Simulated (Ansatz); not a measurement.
Harmonic frequencies (cm⁻¹) at PBE0-D4/def2-TZVP from Ansatz: 106, 106, 132, 226, 226, 404, 455, 455, 1065.

(1) Which molecule is it?
A. `[F][Nb]([F])([Cl])([Cl])[Cl]`
B. `[O]=[Nb]([Cl])([Cl])[Cl]`
C. `[OH][Nb]([F])([F])([F])[F]`
D. `[O]=[Nb]([OH])([OH])[F]`

## Answers

(1) B.
